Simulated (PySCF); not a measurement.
Isomers of H2Cl2Si2. Gas-phase values, no solvent. Strings in code marks are SMILES.

The vertical ionisation energy (Delta-SCF) from two functionals at the same geometries (PBE0-D3(BJ)/def2-TZVP), both in PySCF: PBE-D3(BJ)/def2-TZVP and ωB97X-D3(BJ)/def2-TZVP. Delta-SCF ions had no search for a lower state. 

```csv
species,ωB97X-D3(BJ)/def2-TZVP (eV)
`Cl/[SiH]=[SiH]/Cl`,8.20
`Cl/[SiH]=[SiH]\Cl`,8.22
`Cl[Si](Cl)=[SiH2]`,8.32
```

**Question.** What does PBE-D3(BJ)/def2-TZVP give for each?

**Answer.** 
- `Cl/[SiH]=[SiH]/Cl`: 8.12
- `Cl/[SiH]=[SiH]\Cl`: 8.15
- `Cl[Si](Cl)=[SiH2]`: 8.30
Over these rows, drawn at random from the members with no instability flagged (it was tested for open shells, ions and some series alone), PBE minus ωB97X-D3(BJ): mean -0.06 eV, from -0.08 eV to -0.03 eV.
